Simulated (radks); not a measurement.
Results of a calculation; reference values are marked as such.
The mean radii <r> (bohr) of the occupied orbitals of an atom or ion are listed with their occupations. Level of theory: scalar-relativistic Kohn-Sham, SCAN, spin-unpolarised, spherical densities, finite nucleus; meta-GGA in the generalised Kohn-Sham scheme; Fermi nuclear charge, rms radius of each element as measured or else 0.836 A^(1/3) + 0.57 fm (a radial shooting solver on a logarithmic mesh with Libxc functionals).

| orbital | occ. | <r> |
|---|---|---|
| 1s | 2 | 0.1305 |
| 2s | 2 | 0.6693 |
| 2p | 5 | 0.6401 |

Name the element and its charge.

Answer. Z = 12, magnesium, charge +3: Mg3+ in [He] 2s2 2p5. The 1s radius gives Z: for a bare nucleus <r> = (2 gamma + 1)/(2Z) with gamma = sqrt(1 - (Z/c)^2), 0.1247 bohr for Z = 12, and screening makes it slightly larger (0.1305 here). The occupations add up to 9, and the charge is Z minus that.
